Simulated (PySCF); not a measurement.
BHN, SMILES [B]=N, multiplicity 2. Geometry optimised at PBE-D3(BJ)/def2-TZVPD. The isomer is the one that the SMILES or the coordinates give; other isomers of the formula were not compared.

Give the equilibrium geometry at PBE-D3(BJ)/def2-TZVPD (PySCF confirms it by a frequency run) as Cartesian coordinates in Å, and its point group. (Estimate from the structure and the level; the computed values follow.)

point group C∞v.
```xyz
3

B      0.0000     0.0000    -0.8429
N      0.0000     0.0000     0.4016
H      0.0000     0.0000     1.4028
```
Charge 0, spin multiplicity 2.
